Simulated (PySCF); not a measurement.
## Computed spin Hamiltonian

Compound: C6H12N (doublet state).
Atom-mapped SMILES: `[CH3:1][C:2]1[CH2:3][CH:4]([CH2:5][NH2:6])[CH2:7]1` (hydrogens: H8, H9, H10 on C1; H11, H12 on C3; H13 on C4; H14, H15 on C5; H16, H17 on N6; H18, H19 on C7)

Structure used (GFN2-xTB), in Å, numbered top down from 1:
```xyz
19
C6H12N angstrom
C     -2.8286   -0.0494   -0.3718
C     -1.3561   -0.0129   -0.4264
C     -0.3815   -0.9934   -0.9868
C      0.6772   -0.4252   -0.0157
C      1.9212    0.1744   -0.6715
N      2.8484    0.8089    0.2494
C     -0.3633    0.5928    0.5076
H     -3.1952   -0.8005    0.3423
H     -3.2238    0.9166   -0.0597
H     -3.2416   -0.3060   -1.3475
H     -0.6343   -2.0497   -0.8456
H     -0.1312   -0.8543   -2.0433
H      0.9781   -1.1475    0.7477
H      1.6175    0.9274   -1.4045
H      2.4665   -0.6135   -1.2004
H      3.1782    0.1336    0.9321
H      2.3761    1.5490    0.7590
H     -0.1080    1.6381    0.3002
H     -0.6096    0.5208    1.5730
```

The hyperfine couplings belong to this conformer and change with its torsions.

Theory: UKS B3LYP, pcH-1 on C H N, non-relativistic, mean-field spin-orbit, GIAO (PySCF 2.14.0). Geometry: GFN2-xTB, one conformer, isolated molecule. Couplings are sensitive to structure, and on GFN2-xTB geometries they can be far from those on DFT ones. Stability of the SCF solution: not tested.

```
g1, g2, g3                      : 2.00216, 2.00290, 2.00298
g_iso                           : 2.00268
Form of g                       : close to axial: the two nearest values differ by 9 % of g3 − g1
⟨S²⟩                            : 0.7542 (exact 0.7500)
α and β electrons               : 28, 27
HOMO–LUMO gap, α and β orbitals : 5.88, 5.23 eV
Basis functions                 : 295
```

Hyperfine couplings atom by atom, in mT; T1 to T3 are the principal values of the dipolar part; ρ(0) is the spin density at the nucleus (MHz turned into mT with g_iso):

| atom | isotope | a_iso | T1 | T2 | T3 | Mulliken spin population | ρ(0) (bohr⁻³) |
| --- | --- | --- | --- | --- | --- | --- | --- |
| C1 | 13C | -0.99 | -0.06 | -0.03 | 0.09 | -0.07 | -0.0247 |
| C2 | 13C | 4.39 | -2.86 | -2.80 | 5.65 | 0.96 | 0.1096 |
| C3 | 13C | -1.11 | -0.10 | 0.00 | 0.10 | -0.09 | -0.0276 |
| C4 | 13C | 0.25 | -0.06 | -0.06 | 0.12 | 0.01 | 0.0063 |
| C5 | 13C | -0.06 | -0.02 | -0.02 | 0.04 | 0.00 | -0.0016 |
| N6 | 14N | 0.00 | -0.01 | 0.00 | 0.01 | 0.00 | -0.0002 |
| C7 | 13C | -1.11 | -0.10 | -0.01 | 0.11 | -0.09 | -0.0277 |
| H8 | 1H | 4.97 | -0.16 | -0.12 | 0.28 | 0.07 | 0.0311 |
| H9 | 1H | 1.01 | -0.17 | -0.15 | 0.33 | 0.01 | 0.0063 |
| H10 | 1H | 1.45 | -0.17 | -0.16 | 0.33 | 0.02 | 0.0091 |
| H11 | 1H | 3.30 | -0.15 | -0.10 | 0.26 | 0.05 | 0.0207 |
| H12 | 1H | 3.94 | -0.18 | -0.15 | 0.33 | 0.05 | 0.0247 |
| H13 | 1H | -0.15 | -0.09 | -0.09 | 0.17 | 0.00 | -0.0010 |
| H14 | 1H | 0.00 | -0.07 | -0.06 | 0.14 | 0.00 | 0.0000 |
| H15 | 1H | 0.03 | -0.04 | -0.03 | 0.08 | 0.00 | 0.0002 |
| H16 | 1H | 0.00 | -0.03 | -0.02 | 0.05 | 0.00 | 0.0000 |
| H17 | 1H | 0.00 | -0.04 | -0.03 | 0.07 | 0.00 | 0.0000 |
| H18 | 1H | 3.93 | -0.18 | -0.15 | 0.33 | 0.05 | 0.0246 |
| H19 | 1H | 3.27 | -0.15 | -0.10 | 0.26 | 0.05 | 0.0205 |

The Mulliken spin populations are largest on C2 (+0.96), C7 (-0.09), C3 (-0.09) and C1 (-0.07). C2 is the only atom above +0.15. The angles at C2 add up to 355.1°, so it is nearly planar.

Axes: g2 points within 6° of the C1–C2 bond.

Under fast tumbling the dipolar parts average out, and these isotropic splittings remain: 2 × 1H (H12/H18, I = 1/2, 3 lines) with 3.93 mT, 2 × 1H (H11/H19, I = 1/2, 3 lines) with 3.28 mT, 3 × 1H (H8/H9/H10, I = 1/2, 4 lines) with 2.47 mT and 1 × 1H (H13, I = 1/2, 2 lines) with 0.15 mT.

Class means assume fast exchange of nuclei equivalent by connectivity; if that motion is slow, each nucleus keeps its own coupling. The three 1H nuclei of mean +69.3 MHz run from 28.2 to 139.2 MHz in the frozen geometry.

The 13C coupling of C2 (123.2 MHz) shows only in satellite lines or after enrichment, since that isotope makes up about 1.07 % of natural carbon.

Time: 79 s of wall time (with the writing of density and orbital grids); peak memory 0.97 GiB. Hardware: Arm Neoverse V1, one thread, shared host with 32 logical CPUs at a one-minute load of 24.
